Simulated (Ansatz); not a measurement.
A structure relaxed at PBE-D4/def2-SVPD in Ansatz, charge -1, doublet:

```xyz
6

W     0.9829   -0.9592   -0.3181
W    -1.0081    0.9197    0.2924
S    -3.1633    1.0928   -0.0405
S     0.3465    0.8322   -1.6116
S    -0.2903   -0.8853    1.5950
S     3.1323   -1.0003    0.0828
```

(1) Give its formula.

(2) Summarise the bond lengths by kind (pairs closer than 1.2 times the sum of covalent radii, bridged metal pairs left out).

Results:

(1) the cluster W₂S₄⁻.

(2) 6 × S–W 2.19 to 2.34 Å.

In the def2 sets W takes a core potential; there is no spin–orbit coupling. The charge -1 doublet is spin-contaminated (final ⟨S²⟩ up to 1.78, 0.75 for a pure state). The relaxation made no stability test and no search for a lower SCF solution. No other spin state of charge -1 was run. Another isomer (doublet) lies 0.40 eV lower at PBE-D4/def2-TZVPD; other spin states weren't run for this one.
